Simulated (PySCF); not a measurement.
Vertical excitations of a molecule C₃H₆BF from TDDFT-LC-ωPBE/def2-SVPD in PySCF 2.14.0, as energy in eV (oscillator strength): 6.16 (0.004), 7.37 (0.394), 7.58 (0.042), 7.94 (0.028), 8.31 (0.000), 8.49 (0.005), 8.69 (0.028), 9.08 (0.022), 9.14 (0.023), 9.20 (0.002). Lowest triplet (TDA): 4.07 eV. Geometry: PBE-D3(BJ)/def2-SVP. One conformer was computed; it need not be the lowest.

Question: Which molecule gave these data?
A. FB1CCC1
B. C=CCBF
C. C=CB(C)F

Answer: B, C=CCBF
